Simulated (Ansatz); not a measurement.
Reaction (ligand exchange at a B–Cl bond): `NB(S)Cl` + NH₃ → `NB(N)S` + HCl

Program: Ansatz. Geometries: PBE0-D4/def2-TZVP. ΔE: electronic, gas phase. CCSD(T)/CBS is the MP2 limit (def2-TZVPP, def2-QZVPP) plus CCSD(T) − MP2 in def2-TZVPP, frozen cores. This one scheme is used for every species. Functionals use def2-TZVPP. One conformer a species, not always the lowest.

```csv
level,ΔE (kcal/mol)
BLYP,0.9
RPA@PBE/def2-TZVPP,0.8
```

Question: What does CCSD(T)/CBS give? (Best estimate.)

Answer: Computed: +0.8 kcal/mol. The listed levels differ from it by 0.1, 0.0 kcal/mol.

Largest T1 diagnostic among the species: 0.011.

Leaving LDA and LC-ωPBE aside and taking each functional with its dispersion term where it has one, the values, not all of them listed here, spread over 2.8 kcal/mol, from CAM-B3LYP-D4 to B97M-V. LDA lies −2.2 kcal/mol from PBE without D4. In def2-TZVPP, CCSD(T) changes the Hartree–Fock value by +1.5 kcal/mol (the triples alone add +0.6 kcal/mol) and MP2 by +2.3 kcal/mol.
